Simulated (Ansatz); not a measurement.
`CBB(C)[SiH3]` + `CCI` → `CC([SiH3])I` + `CBBC`  (formal exchange of groups at the Si–B bond)

Program: Ansatz. Geometries: PBE0-D4/def2-TZVP. ΔE: electronic, gas phase. CCSD(T)/CBS is the MP2 limit (def2-TZVPP, def2-QZVPP) plus CCSD(T) − MP2 in def2-TZVPP, frozen cores. Elements past krypton have def2 core potentials. For I outer-core shells are correlated without core-valence functions, which leaves a few kJ/mol of doubt a bond. Each species was taken in one conformer, which may not be the lowest.

`CBB(C)[SiH3]`:

Cartesian coordinates in Å:
```
C -0.392 -0.652 2.210
B 0.054 -1.013 0.751
B -0.120 -0.119 -0.596
C -1.244 -0.007 -1.673
Si 1.502 1.109 -0.784
H 0.438 -0.742 2.919
H -1.113 -1.422 2.517
H -0.867 0.321 2.339
H 0.701 -2.028 0.623
H -1.918 0.768 -1.272
H -0.927 0.351 -2.655
H -1.854 -0.906 -1.788
H 2.216 0.795 -2.056
H 1.032 2.524 -0.860
H 2.492 1.023 0.325
```

`CCI`:

Cartesian coordinates in Å:
```
C -0.438 0.511 -0.475
C 0.499 -0.238 0.437
I -0.060 -2.302 0.651
H -0.114 1.554 -0.553
H -1.460 0.501 -0.093
H -0.447 0.083 -1.479
H 0.501 0.155 1.451
H 1.519 -0.265 0.060
```

`CC([SiH3])I`:

Cartesian coordinates in Å:
```
C -1.140 0.777 -0.391
C 0.302 0.319 -0.470
Si 0.719 -1.150 0.631
I 1.640 1.918 0.101
H -1.421 1.041 0.630
H -1.327 1.644 -1.028
H -1.797 -0.035 -0.723
H 0.592 0.112 -1.501
H -0.161 -2.293 0.252
H 0.456 -0.788 2.047
H 2.137 -1.544 0.453
```

`CBBC`:

Cartesian coordinates in Å:
```
C -0.651 0.168 -1.861
B 0.366 0.597 -0.753
B 0.139 0.514 0.880
C 0.398 -0.726 1.797
H -1.674 -0.021 -1.531
H -0.663 0.855 -2.712
H -0.258 -0.778 -2.265
H 1.434 1.009 -1.141
H -0.293 1.501 1.428
H -0.602 -1.114 2.048
H 0.961 -1.548 1.352
H 0.844 -0.456 2.758
```

| species | SCS-MP2/def2-TZVPP energy (Eh) |
| --- | --- |
| `CBB(C)[SiH3]` | -420.58435 |
| `CCI` | -376.14158 |
| `CC([SiH3])I` | -666.37773 |
| `CBBC` | -130.35115 |

Task: Work out ΔE.

Result: ΔE = (-666.37773) + (-130.35115) − (-420.58435) − (-376.14158) = -0.00295 Eh = -0.08 eV. CCSD(T)/CBS gives -0.02 eV.

Largest T1 diagnostic among the species: 0.013.

From PBE to PBE0 (25 % exact exchange), in def2-TZVPP and without D4, ΔE moves by −0.05 eV.
